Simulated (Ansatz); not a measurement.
Start from `C=C=C(F)BC` and change one atom or group to get `C=C=C(C)F`.

Ansatz, PBE0-D4/def2-TZVP geometries, multiplicity 1. Each molecule was computed in one conformer, which needn't be the lowest.

| property | `C=C=C(F)BC` |
| --- | --- |
| HOMO energy (ωB97M-V/def2-TZVPP) / eV | -9.93 |
| HOMO–LUMO gap (ωB97M-V/def2-TZVPP) / eV | 10.21 |
| HOMO energy (B3LYP/def2-TZVPP) / eV | -7.53 |
| LUMO energy (ωB97M-V/def2-TZVPP) / eV | 0.28 |
| HOMO energy (PBE0/def2-TZVPP) / eV | -7.74 |
| HOMO–LUMO gap (PBE/def2-TZVPP) / eV | 3.90 |

Q: Give the same properties after the change, and the shifts. (Best estimate.)

A: The calculation gave: 
```csv
property,`C=C=C(C)F`,shift
HOMO energy (ωB97M-V/def2-TZVPP) / eV,-9.30,0.63
HOMO–LUMO gap (ωB97M-V/def2-TZVPP) / eV,11.12,0.91
HOMO energy (B3LYP/def2-TZVPP) / eV,-6.89,0.64
LUMO energy (ωB97M-V/def2-TZVPP) / eV,1.82,1.54
HOMO energy (PBE0/def2-TZVPP) / eV,-7.08,0.66
HOMO–LUMO gap (PBE/def2-TZVPP) / eV,4.46,0.56
```

With PBE0 the HOMO rises by 0.66 eV and the LUMO rises by 1.38 eV, so the gap widens by about 0.72 eV. PBE moves the HOMO by 0.69 eV and ωB97M-V by 0.63 eV.

B3LYP here is the variant with VWN-RPA as its local correlation; programs differ in this.
